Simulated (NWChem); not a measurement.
C2H6Se (dimethyl selenide): the vertical ionisation energy from total energies

The species is C2H6Se (9 atoms), meant as a singlet with charge 0. SMILES: `C[Se]C`. Geometry: relaxed at PBE0-D4/def2-TZVP.

Both states at this one shape; open shells run unrestricted unless said. 1 Eh = 27.2114 eV.

```
       level  program  singlet C2H6Se (Eh)  doublet C2H6Se+ (Eh)
 HF/def2-SVP   NWChem         -2478.709504          -2478.438451
HF/def2-TZVP   NWChem         -2479.096386          -2478.828361
```

**Question.** Work out the vertical ionisation energy at each level.

**Answer.** 
1. HF/def2-SVP: -2478.438451 − (-2478.709504) = 0.271053 Eh = 7.38 eV.
2. HF/def2-TZVP: -2478.828361 − (-2479.096386) = 0.268025 Eh = 7.29 eV.

No measured value is set beside it here; the levels span 7.29 to 7.38 eV. All-electron rows are non-relativistic unless named.
